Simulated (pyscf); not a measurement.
# Insertion: H₂N–Sn(NH₂)(NH₂)–NH₂ (SMILES [NH2][Sn]([NH2])([NH2])[NH2]) + GeH₂ (SMILES [GeH2]) [singlet] → H₂N–Sn(NH₂)(NH₂)–NH–GeH₃ (SMILES [NH2][Sn]([NH2])([NH2])[NH][GeH3])

Gas phase, singlet surface, charge 0. Bonds broken: N1–H6. Bonds formed: N1–Ge14, H6–Ge14. Single points on ωB97X-D3(BJ)/def2-SVP structures (PySCF, gas phase).

Transition state (Å):

```xyz
16

N      0.0008    -1.1938     0.5845
Sn    -1.0188     0.1246    -0.5934
N     -1.4181     1.8638     0.3729
N     -2.8101    -0.6964    -1.0450
N      0.1514     0.4062    -2.2226
H      0.7200    -1.0892     1.8687
H     -0.4000    -2.1311     0.6332
H     -1.6638     1.7420     1.3540
H     -0.6540     2.5355     0.3265
H     -2.8086    -1.2404    -1.9055
H     -3.5577    -0.0075    -1.1029
H     -0.0743     1.2279    -2.7791
H      1.1485     0.4220    -2.0169
Ge     1.9786    -1.1606     0.8619
H      2.5988    -2.2854    -0.0030
H      2.3379     0.1711     0.1522
```

One imaginary mode, 1631i cm⁻¹; descent along it reached the two sides named, in the forms told below.

```csv
bond,change,reactant side (Å),saddle,product side
N1–H6,breaks,1.020,1.476,2.8
N1–Ge14,forms,2.119,1.997,1.828
H6–Ge14,forms,2.7,1.613,1.546
```

Electronic energies relative to the separated reactants (eV):

```json
[
 {"level": "ωB97X-D3(BJ)/def2-TZVP", "barrier": "0.68", "reaction energy": "-2.00", "reverse barrier": "2.69"},
 {"level": "PBE/def2-TZVP", "barrier": "0.45", "reaction energy": "-1.62", "reverse barrier": "2.07"},
 {"level": "r²SCAN/def2-TZVP", "barrier": "0.39", "reaction energy": "-1.90", "reverse barrier": "2.29"},
 {"level": "B3LYP-D3(BJ)/def2-TZVP", "barrier": "0.71", "reaction energy": "-1.66", "reverse barrier": "2.37"},
 {"level": "PBE0-D3(BJ)/def2-TZVP", "barrier": "0.52", "reaction energy": "-1.86", "reverse barrier": "2.38"},
 {"level": "M06-2X/def2-TZVP", "barrier": "0.72", "reaction energy": "-1.89", "reverse barrier": "2.61"},
 {"level": "ωB97M-D3(BJ)/def2-TZVP", "barrier": "0.87", "reaction energy": "-1.67", "reverse barrier": "2.54"},
 {"level": "HF/def2-TZVP", "barrier": "1.70", "reaction energy": "-1.61", "reverse barrier": "3.31"}
]
```

With ωB97M-D3(BJ)/def2-TZVP energies and thermal terms (ideal gas, 1 atm, RRHO with modes under 100 cm⁻¹ raised to 100, one conformer, R ln 2 for chiral ones without a mode under 150 cm⁻¹), in eV:

```csv
T (K),ΔH‡,ΔG‡,ΔH,ΔG
298,0.83,1.32,-1.62,-1.14
600,0.84,1.82,-1.60,-0.66
900,0.87,2.31,-1.56,-0.20
1200,0.90,2.79,-1.50,+0.25
```

On the reactant side the descent ends in an adduct with a Ge–N contact (not fully relaxed), 1.58 eV under the separated species and 2.26 eV under the saddle at ωB97X-D3(BJ)/def2-TZVP. What is counted as formed (Ge–N) is already present as a longer contact in the reactant adduct; forming that adduct is a step of its own. One saddle was located; it need not be the lowest between these sides. Elements up to Kr have no core potential and no relativistic terms here. Elements past Kr carry the def2 core potentials, without spin-orbit coupling.
